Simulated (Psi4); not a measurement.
ClF (SMILES FCl), singlet, at a GFN2-xTB geometry; R2SCAN/STO-3G run with Psi4.

Input for Psi4:
```
memory 2 GB

molecule mol {
0 1
F    -0.000000   -0.000000   -1.099521
Cl    0.000000    0.000000    0.582099
}

set {
  basis sto-3g
  reference rks
  soscf true
}

energy('r2scan')
print_variables()
```

What the program printed (banner, timings and long lists left out):

```
   => Loading Basis Set <=

    Name: STO-3G
    Role: ORBITAL
    Keyword: BASIS

         ---------------------------------------------------------
                                   SCF
               by Justin Turney, Rob Parrish, Andy Simmonett
                          and Daniel G. A. Smith
                              RKS Reference
         ---------------------------------------------------------

  ==> Geometry <==

    Molecular point group: c2v
    Full point group: C_inf_v

    Geometry (in Angstrom), charge = 0, multiplicity = 1:

       Center              X                  Y                   Z               Mass
    ------------   -----------------  -----------------  -----------------  -----------------
         F            0.000000000000     0.000000000000    -1.089629649065    18.998403162730
         CL           0.000000000000     0.000000000000     0.591990350935    34.968852682000

  Running in c2v symmetry.

  Rotational constants: A = ************  B =      0.48425  C =      0.48425 [cm^-1]
  Rotational constants: A = ************  B =  14517.54978  C =  14517.54978 [MHz]
  Nuclear repulsion =   48.146497563367461

  Charge       = 0
  Multiplicity = 1
  Electrons    = 26
  Nalpha       = 13
  Nbeta        = 13

  ==> Algorithm <==

  SCF Algorithm Type is DF.
  DIIS enabled.
  MOM disabled.
  Fractional occupation disabled.
  Guess Type is SAD.
  Energy threshold   = 1.00e-06
  Density threshold  = 1.00e-06
  Integral threshold = 1.00e-12

  ==> Primary Basis <==

  Basis Set: STO-3G
    Blend: STO-3G
    Number of shells: 8
    Number of basis functions: 14
    Number of Cartesian functions: 14
    Spherical Harmonics?: true
    Max angular momentum: 1

  ==> DFT Potential <==

   => LibXC <=

    Version 7.1.2
    S. Lehtola, C. Steigemann, M. J. T. Oliveira, and M. A. L. Marques,  SoftwareX 7, 1–5 (2018) (10.1016/j.softx.2017.11.002)

   => Composite Functional: R2SCAN <=

    r2SCAN Meta-GGA XC Functional  (0.1021/acs.jpclett.0c02405)
    J. W. Furness, A. D. Kaplan, J. Ning, J. P. Perdew, J. Sun  J. Phys. Chem. Lett.  11, 8208–8215, 2020

    Deriv               =              1
    GGA                 =           TRUE
    Meta                =           TRUE

    Exchange Hybrid     =          FALSE
    MP2 Hybrid          =          FALSE

   => Exchange Functionals <=

    1.0000   XC_MGGA_X_R2SCAN

   => Correlation Functionals <=

    1.0000   XC_MGGA_C_R2SCAN

   => LibXC Density Thresholds  <==

[...]

   -------------------------
    Irrep   Nso     Nmo
   -------------------------
     A1         8       8
     A2         0       0
     B1         3       3
     B2         3       3
   -------------------------
    Total      14      14
   -------------------------

  ==> Iterations <==

                           Total Energy        Delta E     RMS |[F,P]|

   @DF-RKS iter SAD:  -553.16861747781115   -5.53169e+02   0.00000e+00
   @DF-RKS iter   1:  -553.45203273003779   -2.83415e-01   1.35152e-02 DIIS/ADIIS
   @DF-RKS iter   2:  -553.43352233721214    1.85104e-02   2.01907e-02 DIIS/ADIIS
   @DF-RKS iter   3:  -553.46480851066508   -3.12862e-02   1.70618e-03 DIIS/ADIIS

Traceback (most recent call last):
  File "psi4", line 375, in <module>
  File "<string>", line 24, in <module>
  File "site-packages/psi4/driver/driver.py", line 533, in energy
  File "site-packages/psi4/driver/procrouting/proc.py", line 2760, in run_scf
  File "site-packages/psi4/driver/procrouting/proc.py", line 2047, in scf_helper
  File "site-packages/psi4/driver/procrouting/scf_proc/scf_iterator.py", line 86, in scf_compute_energy
  File "site-packages/psi4/driver/procrouting/scf_proc/scf_iterator.py", line 458, in scf_iterate

RuntimeError:
Fatal Error: Vx: RKS does not support rotated V builds for MGGA's
The most recent 5 function calls were:

psi::PsiException::PsiException(std::__cxx11::basic_string<char, std::char_traits<char>, std::allocator<char> >, char const*, int)

Printing out the relevant lines from the Psithon --> Python processed input file:
    ""","mol")
    core.IO.set_default_namespace("mol")
    core.set_global_option("BASIS", "sto-3g")
    core.set_global_option("REFERENCE", "rks")
    core.set_global_option("SOSCF", "true")
--> energy('r2scan')
    print_variables()

!----------------------------------------------------------------------------------!
!                                                                                  !
! Fatal Error: Vx: RKS does not support rotated V builds for MGGA's                !
! The most recent 5 function calls were:                                           !
! psi::PsiException::PsiException(std::__cxx11::basic_string<char,                 !
!     std::char_traits<char>, std::allocator<char> >, char const*, int)            !
!                                                                                  !
!----------------------------------------------------------------------------------!
```

The program stopped with an error.
